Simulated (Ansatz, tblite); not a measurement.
Forces on Mo₃S₇⁻ at its r2SCAN-D4/def2-SVP geometry. Charge -1, multiplicity 2.

In the def2 sets Mo takes a core potential; there is no spin–orbit coupling. The xTB rows come from tblite. The structure comes from a short search, and lower isomers may exist.

GFN1-xTB (tblite), largest force 3.62 eV/Å:

```xyz
10
positions Å, forces eV/Å
Mo   -1.594   -0.083    0.572   -1.257    0.078    3.388
Mo    1.570   -0.077    0.776   -0.677   -0.572   -0.269
Mo   -0.546   -0.308   -1.577    1.881   -0.591   -3.031
S    -1.223    1.240   -2.882   -0.120    0.330   -0.870
S     2.973   -1.460    1.605    0.356   -0.283    0.203
S    -2.905    1.603    0.565   -0.730    0.465    0.376
S    -2.091   -1.904   -0.822   -0.121   -0.085   -0.050
S     2.303    1.914    0.926    0.393    0.788    0.111
S     1.695   -0.662   -1.504    0.300   -0.102   -0.262
S    -0.183   -0.262    2.340   -0.025   -0.028    0.405
```

GFN2-xTB (tblite), largest force 1.55 eV/Å:

```
Mo -0.035 0.071 1.546
Mo -1.206 -0.554 -0.529
Mo 1.197 -0.189 -0.968
S -0.092 0.178 -0.479
S 0.365 -0.303 0.209
S -0.418 0.251 0.187
S -0.237 -0.183 -0.096
S 0.374 0.875 0.093
S 0.247 -0.122 -0.437
S -0.196 -0.024 0.473
```

PBE-D4/def2-SVP (Ansatz), largest force 0.28 eV/Å:

```
Mo 0.039 -0.100 0.106
Mo -0.236 -0.100 -0.105
Mo 0.116 -0.105 -0.009
S -0.088 0.182 -0.137
S 0.159 -0.146 0.092
S -0.147 0.197 -0.015
S -0.090 -0.140 -0.027
S 0.085 0.247 0.017
S 0.136 -0.032 -0.079
S 0.026 -0.002 0.156
```
